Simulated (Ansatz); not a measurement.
Two isomers of CH7OPSi: A = `C[SiH](O)P`, B = `C[SiH2]OP`.

Isolated molecules relaxed with PBE0-D4/def2-TZVP in Ansatz; ΔE leaves out vibrations. CCSD(T)/CBS is the MP2 limit (def2-TZVPP, def2-QZVPP) plus CCSD(T) − MP2 in def2-TZVPP, frozen cores. DFT in def2-TZVPP. B3LYP here is the variant with VWN-RPA as its local correlation; programs differ in this. Each species was taken in one conformer, which may not be the lowest.

(1) Which is lower in electronic energy at CCSD(T)/CBS, and by how much? (Best estimate.)

(2) Give E(B) − E(A) in kJ/mol with B3LYP, PBE0-D4, HF/def2-TZVPP, r2SCAN-D4, MP2/def2-TZVPP, PBE-D4, B3LYP-D4. (An estimate is asked.)

Largest T1 diagnostic: 0.012.

Results:

(1) The calculation gave: A, by 35.4 kJ/mol.

(2) Ansatz gave: B3LYP 28.0, PBE0-D4 45.4, HF/def2-TZVPP 8.9, r2SCAN-D4 41.7, MP2/def2-TZVPP 36.0, PBE-D4 48.6, B3LYP-D4 29.5. None reverses the order clearly.

From PBE to PBE0 (25 % exact exchange), in def2-TZVPP and without D4, E(B) − E(A) moves by −3.2 kJ/mol. In def2-TZVPP, CCSD(T) changes the Hartree–Fock value by +25.4 kJ/mol (the triples alone add +3.6 kJ/mol) and MP2 by +27.1 kJ/mol.
